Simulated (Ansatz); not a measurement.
Two structures of SiNH$_{8}$OF, closed shell, reached by relaxing down either side of one saddle point (PBE0-D4/def2-TZVP). Energies are electronic, without zero-point energy. Computed with Ansatz 0.2.0 (basis: def2-TZVPP and def2-QZVPP); correlated methods freeze the cores. Extrapolation: Hartree–Fock as exp(−7.88 √X), correlation as X^−2.97. First:

```tsv
atom	x (Å)	y (Å)	z (Å)
Si1	-0.9906	-1.0470	0.1745
H2	0.4553	-1.3783	0.0113
H3	-1.8668	-1.2285	-1.0078
H4	-1.3201	0.0346	1.1370
N5	-0.3147	0.7493	-1.0206
H6	2.1821	1.2566	1.6155
F7	-1.4412	-2.3472	1.0608
H8	1.8257	-0.0373	0.8784
O9	2.0514	0.8890	0.7384
H10	-1.0504	1.4394	-1.1142
H11	-0.0010	0.5021	-1.9520
H12	0.4704	1.1672	-0.5213
```

Second:

| atom | x (Å) | y (Å) | z (Å) |
| --- | --- | --- | --- |
| Si1 | -1.5664 | -0.3622 | 0.2109 |
| H2 | 1.9823 | -1.5522 | -1.2085 |
| H3 | -1.4559 | -1.7766 | -0.2027 |
| H4 | -2.9534 | 0.1476 | 0.2707 |
| N5 | -0.6448 | 0.6218 | -0.8305 |
| H6 | 1.5963 | 0.5504 | 1.8259 |
| F7 | -1.0040 | -0.2929 | 1.7121 |
| H8 | 2.1040 | -1.0341 | -0.6804 |
| O9 | 1.8476 | 0.9064 | 0.9702 |
| H10 | -0.9684 | 1.5226 | -1.1409 |
| H11 | 0.0573 | 0.2354 | -1.4406 |
| H12 | 1.0056 | 1.0337 | 0.5139 |

(1) Which bonds change from the first to the second?

(2) Give the saddle point's structure and its height above each. (An estimate is asked for; the value comes from the calculation.)

The search had been set up for a ligand exchange through a proton shuttle (forming Si1–F7, H6–O9, H2–H8, breaking Si1–H2, H6–F7, H8–O9); from that guess it ended on this step instead.

T1 diagnostic: at most 0.012.

Answers

(1) SiH₃F ([F][SiH3]) + H₂O + NH₃ → SiNH₄F ([NH2][SiH2][F]) + H₂O + H₂; bonds formed: Si1–N5, H2–H8, O9–H12; bonds broken: Si1–H2, N5–H12, H8–O9.

(2) The calculation gives: 175.5 kJ/mol above the first and 199.3 kJ/mol above the second (CCSD(T) at an estimated basis limit (MP2 extrapolated from triple and quadruple zeta, plus CCSD(T) − MP2 in triple zeta)).
```xyz
12
angstrom
Si -0.9741 -0.7175 0.0292
H 0.7223 -1.2424 -0.1324
H -1.2063 -1.8455 -0.9134
H -2.3799 -0.2118 0.2203
N -0.3132 0.8461 -0.6710
H 1.8165 0.6659 1.4318
F -0.6681 -0.8884 1.6103
H 1.3594 -0.4951 0.2265
O 1.8301 0.5767 0.4727
H -0.9840 1.6053 -0.6342
H -0.0032 0.7397 -1.6328
H 0.8008 0.9669 -0.0070
```

Labels in which every atom is bracketed show which atoms are joined, not bond orders.

For scale, one of the runs: CCSD(T)/def2-TZVPP, 247 basis functions, launched by `ansatz run in.yaml --threads 4 --pin off --events-out ev --progress --plain --max-ram 9574MiB`. Hardware: 4 CPU threads of an Arm Neoverse V1, shared host. Wall time 2.2 min; peak host memory 5.3 GiB.
